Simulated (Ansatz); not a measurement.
Geometry optimisation, RKS PBE/def2-SVP in Ansatz.

The input (input.yaml):

```yaml
crystal:
  periodic: [false, false, false]
  atoms:
    - { symbol: C, position_ang: [-0.8449, 1.4526, 0.1984] }
    - { symbol: Ge, position_ang: [-0.132, -0.1226, 0.9456] }
    - { symbol: Ge, position_ang: [1.0471, -1.2854, -0.7706] }
    - { symbol: I, position_ang: [-0.409, -1.7773, -2.6945] }
    - { symbol: H, position_ang: [-1.5773, 1.2191, -0.6597] }
    - { symbol: H, position_ang: [-1.4567, 2.0597, 0.9693] }
    - { symbol: H, position_ang: [-0.0526, 2.1446, -0.1994] }
    - { symbol: H, position_ang: [-1.2277, -1.0072, 1.477] }
    - { symbol: H, position_ang: [0.8379, 0.2715, 2.1446] }
    - { symbol: H, position_ang: [2.2523, -0.3996, -1.2315] }
    - { symbol: H, position_ang: [1.6282, -2.6124, -0.1586] }
basis:
  gaussian: { orbitals: def2-SVP }
hamiltonian:
  xc: pbe
relax:
  f_tol: 0.015
  max_steps: 40
output:
  orbitals: {}
```

Launched with:

```bash
$ ansatz run input.yaml --threads 2 --pin off --max-ram 3072MiB --backend cpu --events-out ev --progress --plain --runs-dir out
```

Q: Where does it end, and by what steps?

A: The forces met the threshold. After 6 steps the energy has fallen by 0.286 eV; H10 moved furthest, 0.16 Å.

```csv
step,energy less start (eV),largest force component (eV/Å),accepted
0,0.0000,2.239,yes
1,-0.2337,0.821,yes
2,-0.2788,0.295,yes
3,-0.2850,0.034,yes
4,-0.2857,0.019,yes
5,-0.2862,0.021,yes
6,-0.2863,0.012,yes
```

```xyz
11
Properties=species:S:1:pos:R:3
C -0.911 1.539 0.191
Ge -0.129 -0.087 0.978
Ge 1.148 -1.314 -0.709
I -0.444 -1.773 -2.670
H -1.537 1.269 -0.682
H -1.541 2.054 0.942
H -0.111 2.229 -0.141
H -1.237 -1.036 1.511
H 0.824 0.272 2.156
H 2.333 -0.510 -1.316
H 1.670 -2.700 -0.239
```

Whether the end is a true minimum wasn't checked by a vibrational analysis.

Run time: 29 s on 2 threads of Arm Neoverse V1 (shared host), peak memory 0.21 GiB.
